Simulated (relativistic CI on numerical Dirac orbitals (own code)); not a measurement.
W²⁺: 5p photoemission

Computed with this model: Dirac-Coulomb-Breit CI, KLI orbitals optimised for each configuration, QED by a radiative potential, multiplet model of photoemission in the sudden approximation, unscaled Slater integrals; configurations [Xe] 4f14 5d4 → [Kr] 4d10 4f14 5s2 5p5 5d4; 300 K; Lorentzian 1.5 eV and Gaussian 0.6 eV FWHM. Energies are those of the free ion, without screening or charge transfer. The energies are binding energies and can lie tens of eV above those of solids. S is read from ⟨S²⟩ = S(S + 1).

Field parameters in Wybourne normalisation: Oh B⁴₀ = 21Dq, B⁴₄ = √(5/14) B⁴₀. The field is a parameter set, without covalency.

free ion: ground-state S = 1.91, centroid 66.65 eV. Peaks (eV, height): 60.2 (100), 62.0 (46), 65.6 (24), 71.6 (16), 77.2 (15), 79.8 (33).

Oh, 10Dq = 15250 cm⁻¹: ground-state S = 1.50, centroid 66.75 eV. Peaks (eV, height): 60.4 (100), 66.4 (21), 75.0 (19), 77.6 (23), 80.2 (17).

Oh, 10Dq = 24950 cm⁻¹: ground-state S = 1.08, centroid 66.88 eV. Peaks (eV, height): 60.8 (100), 66.6 (18), 70.6 (14), 74.6 (31), 76.8 (15), 78.6 (16).

Oh, 10Dq = 34700 cm⁻¹: ground-state S = 1.01, centroid 66.93 eV. Peaks (eV, height): 61.0 (100), 71.8 (16), 75.0 (34), 79.8 (12).

Strongest unbroadened transitions for free ion:

```csv
Energy (eV),Relative strength
60.08,100.0
60.70,2.3
62.00,5.9
62.22,20.6
62.49,6.3
62.81,1.5
65.51,15.7
66.72,4.0
67.03,1.7
67.41,6.9
69.25,2.7
71.57,7.5
71.60,5.8
77.15,11.3
79.79,30.5
80.85,2.7
81.31,2.0
82.00,5.2
```
